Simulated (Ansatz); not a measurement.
`CB(C)O` + H₂S → `CB(O)S` + CH₄ at 600 K and 1 bar (ligand exchange at a B–C bond).

Gas-phase electronic energies from Ansatz, PBE0-D4/def2-TZVP geometries. CCSD(T)/CBS is the MP2 limit (def2-TZVPP, def2-QZVPP) plus CCSD(T) − MP2 in def2-TZVPP, frozen cores. This one scheme is used for every species. Each species was taken in one conformer, which may not be the lowest.

| species | CCSD(T)/CBS energy (Eh) | H − E (kJ/mol) | S (J/(mol·K)) |
| --- | --- | --- | --- |
| `CB(C)O` | -180.36349 | 297.2 | 399.6 |
| H₂S | -398.97279 | 60.8 | 230.9 |
| `CB(O)S` | -538.90144 | 223.8 | 393.5 |
| CH₄ | -40.46206 | 140.4 | 215.7 |

H − E and S are ideal-gas, rigid-rotor, harmonic terms from PBE0-D4/def2-TZVP, for one conformer and one mirror image of each species. 1 Eh = 2625.50 kJ/mol, R = 8.31446 J/(mol·K).

Task: By hand: ΔE, ΔH, ΔS and ΔG.

Result: ΔE = (-538.90144) + (-40.46206) − (-180.36349) − (-398.97279) = -0.02722 Eh = -71.5 kJ/mol. Δ(H − E) = 223.8 + 140.4 − 297.2 − 60.8 = 6.2, so ΔH = -65.3 kJ/mol. ΔS = 393.5 + 215.7 − 399.6 − 230.9 = -21.3 J/(mol·K). ΔG = -65.3 − 600 × (-21.3)/1000 = -52.5 kJ/mol.

Task: By hand: the equilibrium constant, and the temperature at which ΔG would vanish if ΔH and ΔS stayed fixed.

Result: log₁₀ K = −ΔG/(RT ln 10) = 4.6. ΔG = 0 at ΔH/ΔS = 3066 K, far beyond where these terms or the molecules hold.

ΔH outweighs TΔS. A doubt of 5 kJ/mol in ΔE shifts log₁₀ K by 0.4 here. Other conformers and mirror images would add mixing entropy, several J/(mol·K) or more a flexible species. Modes under 60 cm⁻¹, often nearly free rotors, make the harmonic entropy too high. These are equilibria of isolated gas molecules and say nothing of rates. Largest T1 diagnostic: 0.012 (customary marks: 0.02 for closed shells, 0.045 for open ones).
